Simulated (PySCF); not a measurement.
## Radial density of Sc⁺ (scandium, charge +1)

UHF, [Ar] 3d1 4s1, high-spin 3D determinant. All numbers are calculated (PySCF 2.14, the spin-free X2C one-electron Hamiltonian (Gaussian nucleus), in x2c-TZVPall (6s5p4d1f, 48 functions)).

| r (bohr) | 4πr²ρ (e/bohr) | 4πr²(ρα − ρβ) |
| --- | --- | --- |
| 0.00143 | 0.1922 | 0.0001 |
| 0.00241 | 0.4936 | 0.0002 |
| 0.00405 | 1.247 | 0.0005 |
| 0.00681 | 3.021 | 0.0012 |
| 0.0115 | 6.795 | 0.0027 |
| 0.0193 | 13.46 | 0.0051 |
| 0.0324 | 21.60 | 0.0071 |
| 0.0545 | 24.73 | 0.0045 |
| 0.0918 | 19.54 | -0.0027 |
| 0.154 | 20.69 | 0.0079 |
| 0.260 | 26.09 | 0.0483 |
| 0.437 | 11.93 | 0.1591 |
| 0.734 | 7.735 | 0.4858 |
| 1.24 | 7.067 | 0.5542 |
| 2.08 | 1.418 | 0.5048 |
| 3.49 | 0.4017 | 0.3899 |
| 5.88 | 0.04892 | 0.0489 |
| 9.89 | 0.0003450 | 0.0003 |

Densities and radii are taken from the X2C orbitals without a picture-change correction, which distorts them close to the nucleus.

(1) Where is the radial spin density 4πr²(ρα − ρβ) most negative, and why is it negative at all?

Results:

(1) Around r = 0.0918 bohr, down to -0.0027 e/bohr: exchange with the open shell polarises the paired shells in an unrestricted calculation.
